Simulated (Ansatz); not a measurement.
System: H4BGeO, charge 0, doublet. H4BGeO (SMILES O[B][GeH3], doublet).
B3LYP-D3(BJ)/def2-TZVP minimum from Ansatz (a program for electronic structure):
```xyz
7

B     -1.2989    -0.1514     0.4550
Ge     0.7229    -0.1543    -0.0409
H      1.1052    -1.5353    -0.6011
H      1.1223     0.9168    -1.0928
H      1.5564     0.0931     1.2285
O     -2.2914     0.6150     0.0176
H     -2.0897     1.2984    -0.6404
```
Charge 0, spin multiplicity 2.

Total energies in hartree (Ansatz). UHF or UKS for unpaired electrons; spin-orbit terms are left out. Cores are frozen in correlated methods (noble-gas shells, and filled d and f shells in the p block). No relativity. For partners of very few electrons the exact lower level stands in for a higher one.

| species | HF/cc-pVTZ | CCSD(T)/cc-pVTZ | HF/cc-pVQZ | CCSD(T)/cc-pVQZ | CCSD(T)/cc-pVDZ | CCSDT(Q)/cc-pVDZ |
|---|---|---|---|---|---|---|
| 1: H4BGeO (SMILES [B]([GeH3])O, doublet) | -2177.29516 | -2177.78272 | -2177.30671 | -2177.82392 | -2177.58502 | -2177.58697 |
| 2: B (doublet) | -24.53207 | -24.59810 | -24.53297 | -24.60084 | -24.58941 | -24.58977 |
| 3: Ge (triplet) | -2075.36107 | -2075.42794 | -2075.36359 | -2075.43284 | -2075.34866 | -2075.34895 |
| 4: H (doublet) | -0.49981 | -0.49981 | -0.49995 | -0.49995 | -0.49928 | -0.49928 |
| 5: O (triplet) | -74.81176 | -74.97396 | -74.81729 | -74.99357 | -74.90995 | -74.91013 |

Task: Work out the atomisation energy (electronic, to ground-state atoms) in kcal/mol: take Hartree-Fock from cc-pVQZ, extrapolate the CCSD(T) correlation energy as X^-3 (X = 3, 4), and add CCSDT(Q) - CCSD(T) in cc-pVDZ. 1 hartree = 627.51 kcal/mol.

Result: 
Species 1: correlation (64·(-0.51721) - 27·(-0.48756))/37 = -0.53885; step -0.00195; E1 = -2177.30671 + (-0.53885) + (-0.00195) = -2177.84751
Species 2: correlation (64·(-0.06787) - 27·(-0.06603))/37 = -0.06921; step -0.00036; E2 = -24.53297 + (-0.06921) + (-0.00036) = -24.60254
Species 3: correlation (64·(-0.06925) - 27·(-0.06687))/37 = -0.07099; step -0.00029; E3 = -2075.36359 + (-0.07099) + (-0.00029) = -2075.43487
Species 4: correlation (64·(0.00000) - 27·(0.00000))/37 = 0.00000; step +0.00000; E4 = -0.49995 + (0.00000) + (+0.00000) = -0.49995
Species 5: correlation (64·(-0.17628) - 27·(-0.16220))/37 = -0.18655; step -0.00018; E5 = -74.81729 + (-0.18655) + (-0.00018) = -75.00402
-1·E1 +1·E2 +1·E3 +4·E4 +1·E5 = 0.80628 hartree = 505.9 kcal/mol.
